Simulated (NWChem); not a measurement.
System: SiNH₃F₂; SMILES F[SiH](F)N

```xyz
7

Si     0.3146     0.0730     0.0049
N     -0.0961    -1.5660    -0.0998
F     -0.0954     0.8067    -1.3721
F     -0.5073     0.8915     1.1323
H      1.7539     0.2276     0.2886
H     -1.0070    -1.8910    -0.4012
H      0.4202    -2.2735     0.4075
```
Atoms are numbered in this order, from 1.

All runs: NWChem. Coordinates come from a PBE0/def2-SVP optimisation. B3LYP is NWChem's, with the RPA form of VWN correlation. Level: B3LYP/def2-SVP with SMD (1 M gas to 1 M solution), gas-phase geometry. Reactions with the solvent are ignored.

| solvent | dielectric constant | solvation free energy (kcal/mol) | cavity-dispersion-structure term (kcal/mol) | dipole in solution (D) |
|---|---|---|---|---|
| water | 78.4 | (withheld) | (withheld) | 3.35 |
| diethyl ether | 4.24 | -3.9 | 0.6 | 3.21 |
| ethanol | 24.9 | -4.9 | 1.0 | 3.33 |
| dimethyl sulfoxide | 46.8 | -3.8 | 2.2 | 3.35 |

Task: Fill in the missing entries.

Result: 
- water, solvation free energy (kcal/mol): -2.6
- water, cavity-dispersion-structure term (kcal/mol): 3.5
